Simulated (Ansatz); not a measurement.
BH₇Si₃, SMILES `[SiH3][SiH]1B[SiH2]1` at its PBE0-D4/def2-TZVP geometry, where that method's forces vanish. The species carries charge 0 and has multiplicity 1.

```xyz
11

Si    0.9720   -1.5751   -0.5146
Si    0.3235    0.0128    1.0662
B    -1.3478    0.8888    1.2157
Si   -1.0965    1.3920   -0.5836
H     2.0478   -1.0533   -1.3986
H     1.5069   -2.7579    0.2156
H    -0.1877   -1.9997   -1.3374
H     1.4266    0.2687    2.0380
H    -1.6813    1.6054    2.1050
H    -0.8081    0.4407   -1.6848
H    -1.1554    2.7775   -1.1217
```

(1) What forces (eV/Å) does PBE-D4/def2-TZVPP give on these atoms in the Gaussian-basis code of Ansatz? (Estimate.)

Answers

(1) Computed: 
```
Si1 -0.009  0.078  0.044
Si2 -0.015 -0.114 -0.008
B3  -0.084 -0.016  0.052
Si4 -0.102  0.002  0.009
H5   0.113  0.039 -0.097
H6   0.057 -0.122  0.073
H7  -0.117 -0.043 -0.084
H8   0.138  0.032  0.107
H9  -0.041  0.075  0.102
H10  0.054 -0.097 -0.128
H11  0.005  0.167 -0.071
```
